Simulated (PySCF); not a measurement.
Shapes and spin states of RuH₃⁺

All numbers come from PBE0 in PySCF with Ru def2-TZVP with ECP28, H def2-TZVP; scalar-relativistic core potentials, no spin–orbit coupling; density-fitted integrals.

Relaxations began from a few typed shapes and spin states; open shells are unrestricted. The search is not exhaustive: other isomers or separated fragments can lie lower, and high-lying points may rest on an excited occupation.

(1) Which is the lowest minimum found?
A. broken-symmetry Ms = 0 (⟨S²⟩ 0.91) Cs: H–H 0.946 Å, Ru–H 1.543 Å, Ru–H 1.618 Å, Ru–H 1.631 Å; H–H–Ru 72.3°, H–H–Ru 73.9°, H–Ru–H 33.9°, H–Ru–H 60.4°, H–Ru–H 94.2°
B. triplet Cs: H–H 0.928 Å, Ru–H 1.553 Å, Ru–H 1.636 Å, Ru–H 1.651 Å; H–H–Ru 72.7°, H–H–Ru 74.5°, H–Ru–H 32.8°, H–Ru–H 58.3°, H–Ru–H 91.1°
C. triplet C2v: Ru–H 1.585 Å (×2), Ru–H 1.593 Å; H–Ru–H 43.4° (×2), H–Ru–H 86.8°
D. broken-symmetry Ms = 0 (⟨S²⟩ 0.83) Cs: Ru–H 1.549 Å (×3); H–Ru–H 109.1° (×2), H–Ru–H 113.9°
E. quintet Cs: H–H 0.792 Å, Ru–H 1.634 Å, Ru–H 1.967 Å (×2); H–H–Ru 78.4° (×2), H–Ru–H 23.2°, H–Ru–H 143.0° (×2)
F. singlet (closed shell, unstable to spin polarisation) C2v: Ru–H 1.539 Å (×3); H–Ru–H 51.5° (×2), H–Ru–H 103.0°
G. singlet (closed shell, unstable to spin polarisation) Cs: Ru–H 1.525 Å, Ru–H 1.568 Å, Ru–H 1.580 Å; H–Ru–H 39.1°, H–Ru–H 62.1°, H–Ru–H 101.2°
H. triplet Cs: H–H 0.901 Å, Ru–H 1.548 Å, Ru–H 1.653 Å (×2); H–H–Ru 74.2° (×2), H–Ru–H 31.6°, H–Ru–H 80.4° (×2)

Results:

(1) B. The others lie at 4.1 (triplet C2v, a saddle point), 6.1 (triplet Cs, a saddle point), 30.5 (broken-symmetry Ms = 0 Cs), 77.1 (singlet Cs), 77.6 (quintet Cs), 77.6 (singlet C2v, a saddle point), 154.8 (broken-symmetry Ms = 0 Cs) kJ/mol above it.

For the lowest minimum: with open d or f shells other occupations or spin states may lie lower.

The electron or spin density has lower symmetry than the nuclear frame for the broken-symmetry Ms = 0 (⟨S²⟩ 0.91) Cs at 30.5 kJ/mol.
